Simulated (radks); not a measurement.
Spherical quantum dot in the effective-mass picture: electrons in a parabolic well V = omega^2 r^2 / 2 with omega = 0.428, with a point charge +1 (a donor) at the centre, all in effective atomic units (hartree* = m*/eps^2 hartree, bohr* = eps/m* bohr), one dielectric constant everywhere. Method: non-relativistic Kohn-Sham, PBEsol, spin-polarised, spherical densities; computed with a radial shooting solver with Libxc functionals. Levels are named by radial order and angular momentum (1s, 1p, 1d, 2s, ...), and open shells are averaged over m.

N = 3, configuration 1s2 1p(up 1, down 0). This is the lowest configuration that the search found. Occupied and some empty levels:

level    occupation  eigenvalue (hartree*)  <r> (bohr*)
1s up             1                 1.0053        1.458
1s down           1                 1.0380        1.410
1p up             1                 1.5469        2.342
1p down           0                 1.6074        2.340
2s up             0                 1.8036        2.487
2s down           0                 1.8449        2.528
1d up             0                 1.9584        2.827
1d down           0                 2.0182        2.850
1f up             0                 2.3665        3.223
1f down           0                 2.4196        3.249

Energy (hartree*): total 1.50774, kinetic 1.5194, external -1.4445, Hartree 2.3625, exchange-correlation -0.92975.

Electron density:

r (bohr*)  n(r) (e/bohr*^3)
0.175                0.4175
0.369                0.2873
0.564                0.2011
0.758                0.1435
0.953                0.1044
1.15                0.07733
1.34                0.05806
1.54                0.04410
1.73                0.03358
1.93                0.02552
2.12                0.01925
2.31                0.01428
2.51                0.01040
2.70               0.007366
2.90               0.005083
3.09               0.003397
3.29               0.002208
3.48               0.001389
3.68              0.0008502
3.87              0.0005032
